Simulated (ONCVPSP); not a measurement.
## Configuration tests for Ba (Z = 56) (ONCV)

```json
{"Element": "Ba", "Generator": "ONCVPSP 4.0.1", "Type": "optimised norm-conserving Vanderbilt (ONCV)", "Functional": "PBE", "Relativity": "fully relativistic", "Frozen core": "[Kr] 4d10", "Valence charge": "10", "Reference configuration": "5s2 5p6 6s1.75 (charge +0.25)", "Partial waves": "5s+6s: rc 2.75 bohr, ncon 3, nbas 6, qcut 4.4 1/bohr, 2 projectors; 5p: rc 1.90 bohr, ncon 5, nbas 8, qcut 5.2 1/bohr, 1 projector; d scattering state at 0.34 Ha: rc 1.90 bohr, ncon 3, nbas 6, qcut 5.6 1/bohr, local", "Local potential": "the d channel", "Core correction": "Teter function, fcfact 3.75, rcfact 1.75"}
```

Open shells are filled in proportion to 2j + 1.

In the d channel the program set the typed energies aside and used 0.050 Ha (j = l + 1/2; the other j can differ).

Energies are relative to the spin-unpolarised reference configuration 5s2 5p6 6s1.75; without spin polarisation the order of configurations can differ from experiment. The d channel is local and has no spin–orbit splitting in the pseudo-atom.

| valence configuration | charge | ΔE all-electron (eV) | error AE − PS (meV) |
| --- | --- | --- | --- |
| 5s2 5p6 6s2 | 0 | -0.936 | -0.1 |
| 5s2 5p6 6s1 | +1 | 4.425 | -2.2 |
| 5s2 5p6 6s0 | +2 | 14.404 | -28 |
| 5s2 5p6 6s1 6p1 | 0 | 1.087 | +46 |

Levels in the configuration 5s2 5p6 6s1:

| level | all-electron (eV) | pseudo (eV) |
| --- | --- | --- |
| 5s j=1/2 | -39.296 | -39.306 |
| 5p j=3/2 | -23.711 | -23.709 |
| 5p j=1/2 | -25.797 | -25.795 |
| 6s j=1/2 | -7.582 | -7.590 |
